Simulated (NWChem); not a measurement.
# BH2OI; SMILES OBI

```xyz
5

B     -0.5953     1.4772     0.0000
H     -1.7713     1.7223     0.0000
I      0.0220    -0.5859     0.0000
O      0.2954     2.4702     0.0000
H      1.2176     2.1851     0.0000
```
Atoms are numbered in this order, from 1.

Computed with NWChem. Coordinates come from a PBE0/def2-SVP optimisation. def2 effective core potentials on I; no spin-orbit coupling.

For level PBE/STO-3G (all-electron, non-relativistic):

- highest occupied level (eV) = -3.84
- orbital gap (eV) = 5.38
- dipole (D) = 2.14

Task: How do the values read with level PBE/def2-SVP (core potentials) instead?

Result: The highest occupied level (eV) is -6.44 and the orbital gap (eV) is 4.86. The dipole (D) is 1.44.
